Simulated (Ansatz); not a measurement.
Consider the substitution at a C–C bond: `B/C=C(\O)CN` + CH₃OH → `B/C=C(/O)OC` + CH₃NH₂.

Program: Ansatz. Geometries: PBE0-D4/def2-TZVP. ΔE: electronic, gas phase. CCSD(T)/CBS is the MP2 limit (def2-TZVPP, def2-QZVPP) plus CCSD(T) − MP2 in def2-TZVPP, frozen cores. This one scheme is used for every species. Double bonds are as drawn, so ΔE can hold a change between cis and trans. Functionals use def2-TZVPP. B3LYP here is the variant with VWN-RPA as its local correlation; programs differ in this. One conformer a species, not always the lowest.

```
             level  ΔE (kcal/mol)  difference from CCSD(T)/CBS
            PBE-D4            0.2                         -2.7
         r2SCAN-D4           -0.6                         -3.5
           PBE0-D4            0.6                         -2.3
          B3LYP-D4            0.5                         -2.4
           ωB97X-V            0.5                         -2.4
           ωB97M-V            0.8                         -2.1
            B2PLYP            0.7                         -2.2
               PBE           -0.1                         -3.0
            r2SCAN           -0.7                         -3.6
              PBE0            0.3                         -2.6
             B3LYP           -0.1                         -3.0
     HF/def2-TZVPP            0.3                         -2.6
    MP2/def2-TZVPP            2.4                         -0.5
SCS-MP2/def2-TZVPP            2.3                         -0.6
   CCSD/def2-TZVPP            2.2                         -0.7
CCSD(T)/def2-TZVPP            2.0                         -0.9
     HF/def2-QZVPP            0.3                         -2.6
    MP2/def2-QZVPP            3.0                          0.1
SCS-MP2/def2-QZVPP            2.9                          0.0
      HF/CBS(def2)            0.4                         -2.5
     MP2/CBS(def2)            3.3                          0.4
    CCSD/CBS(def2)            3.1                          0.2
       CCSD(T)/CBS            2.9                            0
```

Largest T1 diagnostic among the species: 0.013.

In def2-TZVPP, CCSD(T) changes the Hartree–Fock value by +1.7 kcal/mol (the triples alone add −0.2 kcal/mol) and MP2 by +2.1 kcal/mol.
